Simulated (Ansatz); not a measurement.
Reaction (ligand exchange at the Si–C bond): `F[Si@H](Cl)[C@H]1BO1` + `N=C=O` → `O=C=N[SiH](F)Cl` + `B1CO1`

Gas-phase electronic energies from Ansatz, PBE0-D4/def2-TZVP geometries. CCSD(T)/CBS is the MP2 limit (def2-TZVPP, def2-QZVPP) plus CCSD(T) − MP2 in def2-TZVPP, frozen cores. This one scheme is used for every species. DFT in def2-TZVPP. B3LYP here is the variant with VWN-RPA as its local correlation; programs differ in this. One conformer a species, not always the lowest.

```json
{"level": "r2SCAN-D4", "ΔE (kcal/mol)": "-22.7", "difference from CCSD(T)/CBS": "0.6"}
{"level": "PBE0-D4", "ΔE (kcal/mol)": "-22.4", "difference from CCSD(T)/CBS": "0.9"}
{"level": "ωB97X-V", "ΔE (kcal/mol)": "-23.2", "difference from CCSD(T)/CBS": "0.1"}
{"level": "ωB97M-V", "ΔE (kcal/mol)": "-23.0", "difference from CCSD(T)/CBS": "0.3"}
{"level": "B2PLYP", "ΔE (kcal/mol)": "-24.1", "difference from CCSD(T)/CBS": "-0.8"}
{"level": "PBE", "ΔE (kcal/mol)": "-20.8", "difference from CCSD(T)/CBS": "2.5"}
{"level": "PBE0", "ΔE (kcal/mol)": "-22.6", "difference from CCSD(T)/CBS": "0.7"}
{"level": "B3LYP", "ΔE (kcal/mol)": "-23.9", "difference from CCSD(T)/CBS": "-0.6"}
{"level": "HF/def2-TZVPP", "ΔE (kcal/mol)": "-28.5", "difference from CCSD(T)/CBS": "-5.2"}
{"level": "MP2/def2-TZVPP", "ΔE (kcal/mol)": "-24.2", "difference from CCSD(T)/CBS": "-0.9"}
{"level": "SCS-MP2/def2-TZVPP", "ΔE (kcal/mol)": "-24.6", "difference from CCSD(T)/CBS": "-1.3"}
{"level": "CCSD/def2-TZVPP", "ΔE (kcal/mol)": "-24.2", "difference from CCSD(T)/CBS": "-0.9"}
{"level": "CCSD(T)/def2-TZVPP", "ΔE (kcal/mol)": "-23.3", "difference from CCSD(T)/CBS": "0.0"}
{"level": "SCS-MP2/def2-QZVPP", "ΔE (kcal/mol)": "-24.6", "difference from CCSD(T)/CBS": "-1.3"}
{"level": "HF/CBS(def2)", "ΔE (kcal/mol)": "-28.8", "difference from CCSD(T)/CBS": "-5.5"}
{"level": "MP2/CBS(def2)", "ΔE (kcal/mol)": "-24.1", "difference from CCSD(T)/CBS": "-0.8"}
{"level": "CCSD(T)/CBS", "ΔE (kcal/mol)": "-23.3", "difference from CCSD(T)/CBS": "0"}
```

Largest T1 diagnostic among the species: 0.018.

In def2-TZVPP, CCSD(T) changes the Hartree–Fock value by +5.2 kcal/mol (the triples alone add +0.9 kcal/mol) and MP2 by +4.4 kcal/mol. From PBE to PBE0 (25 % exact exchange), in def2-TZVPP and without D4, ΔE moves by −1.9 kcal/mol.
